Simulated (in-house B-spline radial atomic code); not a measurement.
The krypton ion Kr³⁺ is squeezed into an impenetrable sphere of radius R (the orbitals vanish at R). Level of theory: Dirac-Hartree-Fock, average of configuration, Fermi nucleus of rms radius 4.1884 fm; calculated with a B-spline radial code for spherical atoms.

Energies in eV above the free ion in [Ar] 3d10 4s2 4p3:

```
R (bohr)  highest level (eV)  [Ar] 3d10 4s2 4p3  [Ne] 3s2 3p5 3d10 4s2 4p3 4f1  [Ar] 3d10 4s2 4p2 4f1
    7.79                 -49                  0                          248.9                  35.14
    6.37                 -49           0.000653                          249.7                  35.99
    5.16                 -49              0.026                          251.8                  38.17
    4.15               -48.7             0.4706                          256.3                  43.01
    3.66                 -48              1.783                          261.2                  48.11
    2.89               -43.5              13.17                          282.2                  69.18
    2.48               -35.8              37.07                          315.5                  100.7
    2.12               -20.4              92.44                          384.9                  163.5
    1.65                35.6              326.5                          655.9                  400.8
    1.28                 176               1017                           1411                   1058
```

(1) Does [Ne] 3s2 3p5 3d10 4s2 4p3 4f1 fall below [Ar] 3d10 4s2 4p3 under compression?

(2) Does [Ar] 3d10 4s2 4p2 4f1 fall below [Ar] 3d10 4s2 4p3 under compression?

The highest level is first positive in the row R = 1.65 bohr, pushed up by confinement above the zero of the free ion's potential. Each configuration is held fixed and needn't be the lowest in the sphere.

## Answers

(1) No, it stays above over the whole range.

(2) No, it stays above over the whole range.
